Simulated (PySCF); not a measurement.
C4H10O, charge +1, doublet, at a GFN2-xTB geometry (a state made from the parent by changing its charge; the spin is typed, not shown lowest); PySCF with PBE/STO-3G.

The PySCF input:
```python
from pyscf import gto, scf, dft

mol = gto.Mole()
mol.atom = '''
    C     2.403836    0.231286    0.021046
    C     0.999326    0.786555    0.140023
    O     0.051534   -0.169319   -0.172741
    C    -1.177722   -0.200417    0.457964
    C    -2.267205   -0.680199   -0.479034
    H     2.574431   -0.499996    0.813284
    H     2.548016   -0.286616   -0.926420
    H     3.133160    1.031043    0.104024
    H     0.801190    1.271361    1.109695
    H     0.914073    1.595010   -0.619730
    H    -1.417374    0.753168    0.955759
    H    -1.109386   -0.953290    1.274422
    H    -3.185534   -0.858962    0.071535
    H    -1.975305   -1.595082   -0.993315
    H    -2.444946    0.074564   -1.247316
'''
mol.basis = 'sto-3g'
mol.charge = 1
mol.spin = 1
mol.verbose = 4
mol.build()

mf = dft.ROKS(mol)
mf.xc = 'pbe'
mf.kernel()
```

What the program printed (banner, timings and long lists left out):

```
PySCF version 2.14.0

[INPUT] verbose = 4
[INPUT] num. atoms = 15
[INPUT] num. electrons = 41
[INPUT] charge = 1
[INPUT] spin (= nelec alpha-beta = 2S) = 1
[INPUT] symmetry False subgroup None
[INPUT] Mole.unit = angstrom
[INPUT] Symbol           X                Y                Z      unit          X                Y                Z       unit  Magmom
[INPUT]  1 C      2.403836000000   0.231286000000   0.021046000000 AA    4.542591688370   0.437067196446   0.039771176018 Bohr   0.0
[INPUT]  2 C      0.999326000000   0.786555000000   0.140023000000 AA    1.888452449157   1.486373531907   0.264605121140 Bohr   0.0
[INPUT]  3 O      0.051534000000  -0.169319000000  -0.172741000000 AA    0.097385146103  -0.319966537685  -0.326433180483 Bohr   0.0
[INPUT]  4 C     -1.177722000000  -0.200417000000   0.457964000000 AA   -2.225572030875  -0.378733240707   0.865426534910 Bohr   0.0
[INPUT]  5 C     -2.267205000000  -0.680199000000  -0.479034000000 AA   -4.284396518245  -1.285389820203  -0.905243064355 Bohr   0.0
[INPUT]  6 H      2.574431000000  -0.499996000000   0.813284000000 AA    4.864969516590  -0.944855503378   1.536884021491 Bohr   0.0
[INPUT]  7 H      2.548016000000  -0.286616000000  -0.926420000000 AA    4.815052401010  -0.541625742918  -1.750680076320 Bohr   0.0
[INPUT]  8 H      3.133160000000   1.031043000000   0.104024000000 AA    5.920814304442   1.948388892650   0.196576870382 Bohr   0.0
[INPUT]  9 H      0.801190000000   1.271361000000   1.109695000000 AA    1.514029673740   2.402524095453   2.097019631799 Bohr   0.0
[INPUT] 10 H      0.914073000000   1.595010000000  -0.619730000000 AA    1.727347627860   3.014132065943  -1.171119971177 Bohr   0.0
[INPUT] 11 H     -1.417374000000   0.753168000000   0.955759000000 AA   -2.678448676079   1.423281245786   1.806122751088 Bohr   0.0
[INPUT] 12 H     -1.109386000000  -0.953290000000   1.274422000000 AA   -2.096435706427  -1.801457017287   2.408308547120 Bohr   0.0
[INPUT] 13 H     -3.185534000000  -0.858962000000   0.071535000000 AA   -6.019786820490  -1.623202931409   0.135181558321 Bohr   0.0
[INPUT] 14 H     -1.975305000000  -1.595082000000  -0.993315000000 AA   -3.732785462484  -3.014268126223  -1.877093305422 Bohr   0.0
[INPUT] 15 H     -2.444946000000   0.074564000000  -1.247316000000 AA   -4.620278329351   0.140905538752  -2.357085630788 Bohr   0.0

nuclear repulsion = 190.470577668649
number of shells = 25
number of NR pGTOs = 105
number of NR cGTOs = 35
basis = sto-3g
ecp = {}

******** <class 'pyscf.dft.roks.ROKS'> ********
method = ROKS
initial guess = minao
damping factor = 0
level_shift factor = 0
DIIS = <class 'pyscf.scf.diis.CDIIS'>
diis_start_cycle = 1
diis_space = 8
diis_damp = 0
SCF conv_tol = 1e-09
SCF conv_tol_grad = None
SCF max_cycles = 50
direct_scf = True
direct_scf_tol = 1e-13
num. doubly occ = 20  num. singly occ = 1
XC library pyscf.dft.libxc version 7.1.2
    S. Lehtola, C. Steigemann, M. J. T. Oliveira, and M. A. L. Marques,  SoftwareX 7, 1–5 (2018)
XC functionals = pbe
    J. P. Perdew, K. Burke, and M. Ernzerhof,  Phys. Rev. Lett. 77, 3865 (1996)
    J. P. Perdew, K. Burke, and M. Ernzerhof,  Phys. Rev. Lett. 78, 1396 (1997)
    J. P. Perdew, K. Burke, and M. Ernzerhof,  Phys. Rev. Lett. 77, 3865 (1996)
    J. P. Perdew, K. Burke, and M. Ernzerhof,  Phys. Rev. Lett. 78, 1396 (1997)
radial grids:
    Treutler-Ahlrichs [JCP 102, 346 (1995); DOI:10.1063/1.469408] (M4) radial grids

becke partition: Becke, JCP 88, 2547 (1988); DOI:10.1063/1.454033
pruning grids: <function nwchem_prune>
grids dens level: 3
symmetrized grids: False
atomic radii adjust function: <function treutler_atomic_radii_adjust>
small_rho_cutoff = 0
Set gradient conv threshold to 3.16228e-05
tot grids = 168640
init E= -230.706640101501
  HOMO = -0.262096875970746  LUMO = 0.145774903892641  gap/eV = 11.09876
cycle= 1 E= -230.13084679781  delta_E= 0.576  |g|= 0.284  |ddm|= 3.21
  HOMO = -0.426134261945334  LUMO = -0.0895936223758116  gap/eV = 9.15774
cycle= 2 E= -230.122362421788  delta_E= 0.00848  |g|= 0.353  |ddm|= 0.619
  HOMO = -0.441381911910323  LUMO = -0.0683628515818846  gap/eV = 10.15037
cycle= 3 E= -230.158701369622  delta_E= -0.0363  |g|= 0.0577  |ddm|= 0.339
  HOMO = -0.425189127894435  LUMO = -0.0561207323786617  gap/eV = 10.04286
cycle= 4 E= -230.159424494028  delta_E= -0.000723  |g|= 0.0453  |ddm|= 0.129
  HOMO = -0.431460920288765  LUMO = -0.0591928890547126  gap/eV = 10.12993
cycle= 5 E= -230.160236834982  delta_E= -0.000812  |g|= 0.0067  |ddm|= 0.0457
  HOMO = -0.433112463592292  LUMO = -0.060136849309891  gap/eV = 10.14918
cycle= 6 E= -230.160255803901  delta_E= -1.9e-05  |g|= 0.000871  |ddm|= 0.00805
  HOMO = -0.433202452723515  LUMO = -0.0601399052227451  gap/eV = 10.15155
cycle= 7 E= -230.160256047173  delta_E= -2.43e-07  |g|= 0.000219  |ddm|= 0.00075
  HOMO = -0.433246026278692  LUMO = -0.0601717056826089  gap/eV = 10.15187
cycle= 8 E= -230.160256068334  delta_E= -2.12e-08  |g|= 4.43e-05  |ddm|= 0.000285
  HOMO = -0.433251864245968  LUMO = -0.0601727404134459  gap/eV = 10.15200
cycle= 9 E= -230.16025606921  delta_E= -8.76e-10  |g|= 1.75e-06  |ddm|= 6.27e-05
  HOMO = -0.433251982201436  LUMO = -0.060172651351296  gap/eV = 10.15201
Extra cycle  E= -230.160256069211  delta_E= -1.08e-12  |g|= 2.32e-06  |ddm|= 1.11e-05
converged SCF energy = -230.160256069211
```
